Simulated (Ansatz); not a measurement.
This geometry of ClFH4N2Ti + H4Si (14 atoms, charge 0, multiplicity 1) is a first-order saddle point.

All numbers below come from RKS PBE/def2-SVP in Ansatz.

```xyz
14
Properties=species:S:1:pos:R:3
Ti -0.429 0.152 -0.037
Cl 0.148 -1.264 2.401
F 1.031 1.020 0.432
N -1.276 1.224 -1.313
H -2.139 0.993 -1.821
H -1.040 2.212 -1.468
N -0.437 -1.588 -0.727
H -0.918 -1.903 -1.578
H 0.130 -2.350 -0.335
Si -2.721 0.442 1.328
H -3.794 0.100 0.317
H -3.133 -0.289 2.592
H -2.862 1.911 1.656
H -1.044 -0.660 1.978
```

Problem. Which two structures does it join? (They come from a converged band through this point; their orientation in space is the band's.)

Solution. Bonds broken: Ti1–Cl2, Si10–H14. Bonds formed: Ti1–Si10, Cl2–H14. ClFH4N2Ti + H4Si becomes ClH + FH7N2SiTi.

Initial state:

```xyz
14
Properties=species:S:1:pos:R:3
Ti 0.455 -0.137 -0.306
Cl 0.827 -0.434 1.879
F 1.906 0.419 -1.131
N -0.909 1.134 -0.537
H -1.803 1.000 -1.018
H -0.812 2.113 -0.241
N -0.179 -1.698 -1.098
H -0.812 -2.356 -0.625
H 0.151 -2.095 -1.985
Si -3.449 0.413 1.700
H -3.390 -0.641 0.625
H -4.643 0.135 2.573
H -3.631 1.765 1.063
H -2.197 0.381 2.526
```

Final state:

```xyz
14
Properties=species:S:1:pos:R:3
Ti -0.512 0.500 -0.364
Cl -0.038 -2.062 2.817
F 0.769 1.277 0.550
N -1.181 1.417 -1.849
H -1.862 1.031 -2.516
H -1.005 2.403 -2.079
N -0.467 -1.359 -0.502
H -1.054 -1.961 -1.092
H 0.005 -1.929 0.218
Si -2.631 0.534 1.122
H -3.827 -0.111 0.449
H -2.460 -0.309 2.392
H -3.125 1.864 1.650
H -1.096 -1.298 2.628
```

Problem. How far does it lie above each of them?

Solution. 1.72 eV above the first and 0.15 eV above the second. This is the barrier of this one path; another mechanism may lie lower. The orbitals stay closed-shell, which can raise the energy where a bond breaks towards radicals; this wasn't checked here.

Run time: 11 min on 4 threads of Intel(R) Xeon(R) Platinum 8488C (Sapphire Rapids) (shared host), peak memory 0.26 GiB.
